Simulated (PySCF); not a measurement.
C2H7O2 (SMILES OCC[OH2+]), charge +1, singlet, at a GFN2-xTB geometry; SCAN/6-31G in PySCF.

Here is a job for PySCF.
```python
from pyscf import gto, scf, dft

mol = gto.Mole()
mol.atom = '''
    O     0.94252506   -0.38730969   -0.86405071
    C     0.65499837    0.80417512   -0.13431585
    C    -0.77264665    0.57361480    0.38757397
    O    -0.82302888   -0.85937668    0.64821064
    H     1.88719062   -0.47366135   -1.03570169
    H     1.35686075    0.92709107    0.69543078
    H     0.69795534    1.68283732   -0.78062733
    H    -0.96521261    1.10967969    1.31661985
    H    -1.51192339    0.84950994   -0.36536526
    H    -0.03789511   -1.13539028   -0.01681437
    H    -1.67705524   -1.25331484    0.39363000
'''
mol.basis = '6-31g'
mol.charge = 1
mol.verbose = 4
mol.build()

mf = dft.RKS(mol)
mf.xc = 'scan'
mf.kernel()
```

Q: Predict the main parts of the log of this PySCF run.

A: 
```
PySCF version 2.14.0

[INPUT] verbose = 4
[INPUT] num. atoms = 11
[INPUT] num. electrons = 34
[INPUT] charge = 1
[INPUT] spin (= nelec alpha-beta = 2S) = 0
[INPUT] symmetry False subgroup None
[INPUT] Mole.unit = angstrom
[INPUT] Symbol           X                Y                Z      unit          X                Y                Z       unit  Magmom
[INPUT]  1 O      0.942525060000  -0.387309690000  -0.864050710000 AA    1.781114228939  -0.731909239490  -1.632819199636 Bohr   0.0
[INPUT]  2 C      0.654998370000   0.804175120000  -0.134315850000 AA    1.237767531337   1.519670732989  -0.253820170688 Bohr   0.0
[INPUT]  3 C     -0.772646650000   0.573614800000   0.387573970000 AA   -1.460090559563   1.083974872997   0.732408656310 Bohr   0.0
[INPUT]  4 O     -0.823028880000  -0.859376680000   0.648210640000 AA   -1.555299175808  -1.623986563038   1.224940580629 Bohr   0.0
[INPUT]  5 H      1.887190620000  -0.473661350000  -1.035701690000 AA    3.566273416648  -0.895090227292  -1.957192540849 Bohr   0.0
[INPUT]  6 H      1.356860750000   0.927091070000   0.695430780000 AA    2.564095206672   1.751948214830   1.314173712793 Bohr   0.0
[INPUT]  7 H      0.697955340000   1.682837320000  -0.780627330000 AA    1.318944439778   3.180101646997  -1.475171859050 Bohr   0.0
[INPUT]  8 H     -0.965212610000   1.109679690000   1.316619850000 AA   -1.823987484877   2.096990700092   2.488050926666 Bohr   0.0
[INPUT]  9 H     -1.511923390000   0.849509940000  -0.365365260000 AA   -2.857121128424   1.605341126696  -0.690440276831 Bohr   0.0
[INPUT] 10 H     -0.037895110000  -1.135390280000  -0.016814370000 AA   -0.071611379360  -2.145576673693  -0.031774554257 Bohr   0.0
[INPUT] 11 H     -1.677055240000  -1.253314840000   0.393630000000 AA   -3.169175099367  -2.368421795453   0.743852894413 Bohr   0.0

nuclear repulsion = 145.637129775127
number of shells = 34
number of NR pGTOs = 116
number of NR cGTOs = 50
basis = 6-31g
ecp = {}

******** <class 'pyscf.dft.rks.RKS'> ********
method = RKS
initial guess = minao
damping factor = 0
level_shift factor = 0
DIIS = <class 'pyscf.scf.diis.CDIIS'>
diis_start_cycle = 1
diis_space = 8
diis_damp = 0
SCF conv_tol = 1e-09
SCF conv_tol_grad = None
SCF max_cycles = 50
direct_scf = True
direct_scf_tol = 1e-13
XC library pyscf.dft.libxc version 7.1.2
    S. Lehtola, C. Steigemann, M. J. T. Oliveira, and M. A. L. Marques,  SoftwareX 7, 1–5 (2018)
XC functionals = scan
    J. Sun, A. Ruzsinszky, and J. P. Perdew,  Phys. Rev. Lett. 115, 036402 (2015)
    J. Sun, A. Ruzsinszky, and J. P. Perdew,  Phys. Rev. Lett. 115, 036402 (2015)
radial grids:
    Treutler-Ahlrichs [JCP 102, 346 (1995); DOI:10.1063/1.469408] (M4) radial grids

becke partition: Becke, JCP 88, 2547 (1988); DOI:10.1063/1.454033
pruning grids: <function nwchem_prune>
grids dens level: 3
symmetrized grids: False
atomic radii adjust function: <function treutler_atomic_radii_adjust>
small_rho_cutoff = 0
Set gradient conv threshold to 3.16228e-05
Initial guess from minao.
tot grids = 125056
init E= -231.033865007608
  HOMO = -0.357940436946438  LUMO = -0.0271434081578441  gap/eV = 9.00145
cycle= 1 E= -230.32762860165  delta_E= 0.706  |g|= 0.608  |ddm|= 2.74
  HOMO = -0.362328560995481  LUMO = -0.176077123904637  gap/eV = 5.06816
cycle= 2 E= -230.231448824589  delta_E= 0.0962  |g|= 0.934  |ddm|= 1.12
  HOMO = -0.479416842830861  LUMO = -0.197897831946471  gap/eV = 7.66052
cycle= 3 E= -230.395833155037  delta_E= -0.164  |g|= 0.0733  |ddm|= 0.784
  HOMO = -0.473189593994822  LUMO = -0.196976679471664  gap/eV = 7.51614
cycle= 4 E= -230.39689761012  delta_E= -0.00106  |g|= 0.0366  |ddm|= 0.0996
  HOMO = -0.47338277554667  LUMO = -0.194063221037985  gap/eV = 7.60067
cycle= 5 E= -230.397147039748  delta_E= -0.000249  |g|= 0.00746  |ddm|= 0.0291
  HOMO = -0.472565574406346  LUMO = -0.193827860012403  gap/eV = 7.58484
cycle= 6 E= -230.397158624842  delta_E= -1.16e-05  |g|= 0.00285  |ddm|= 0.00924
  HOMO = -0.472881824151036  LUMO = -0.193993128608722  gap/eV = 7.58895
cycle= 7 E= -230.397160646084  delta_E= -2.02e-06  |g|= 0.000189  |ddm|= 0.00283
  HOMO = -0.472858656059107  LUMO = -0.193982282472407  gap/eV = 7.58861
cycle= 8 E= -230.397160655998  delta_E= -9.91e-09  |g|= 6.1e-05  |ddm|= 0.000294
  HOMO = -0.472862677258936  LUMO = -0.193978436354494  gap/eV = 7.58883
cycle= 9 E= -230.397160656823  delta_E= -8.25e-10  |g|= 2.52e-05  |ddm|= 7.8e-05
  HOMO = -0.47286135346559  LUMO = -0.193981702197179  gap/eV = 7.58870
Extra cycle  E= -230.397160656729  delta_E= 9.38e-11  |g|= 3.18e-05  |ddm|= 5.2e-05
converged SCF energy = -230.397160656729
```
